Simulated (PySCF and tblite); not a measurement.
The numbers below are computed, except where a source is named.
C₅H₆N₂, numbered as in [N:1]#[C:2][CH2:3][CH2:4][CH2:5][C:6]#[N:7].

Search: ETKDG and KDG, MMFF94s, GFN2-xTB, 90 starts; geometries at PBE0-D3(BJ)/def2-SVP. Energies: PBE0-D3(BJ)/pcSseg-1 (IEF-PCM, cyclohexane), with GFN2-xTB thermal terms (modes under about 100 cm⁻¹ blended into free rotors). Symmetry numbers and mirror images are counted. Conformers within 3 kcal/mol (GFN2-xTB free energy) were kept, 5 at most. Programs: PySCF with density fitting and tblite.

Rotational constants are equilibrium values for the commonest isotopes; dipoles come from the energy level named and are polarised by its solvent model.

Torsions listed: C2–C3–C4–C5, C3–C4–C5–C6. Of a mirror pair one member is shown.

| conformer | shape | symmetry |
| --- | --- | --- |
| 1 | 63°, 62° | C2 (pair) |
| 2 | -60°, -179° | C1 (pair) |
| 3 | 180°, 180° | C2v |
| 4 | 72°, -72° | Cs |

Problem. Give the rotational constants and dipole components.

Solution. 
| conformer | A (MHz) | B (MHz) | C (MHz) | abs μa (D) | abs μb (D) | abs μc (D) | κ | Ic−Ia−Ib (u Å²) |
| --- | --- | --- | --- | --- | --- | --- | --- | --- |
| 1 | 4844 | 1548 | 1423 | 0.02 | 4.97 | 0.02 | -0.93 | -75.8 |
| 2 | 7382 | 1198 | 1083 | 1.86 | 4.11 | 1.50 | -0.96 | -23.5 |
| 3 | 12384 | 954 | 901 | 0.00 | 4.46 | 0.00 | -0.99 | -9.4 |
| 4 | 3463 | 2287 | 1455 | 0.02 | 8.27 | 0.78 | -0.17 | -19.6 |

Problem. Which type of transition is strongest for conformer 1?

Solution. b-type, since that component is clearly the largest; the top is near-prolate.
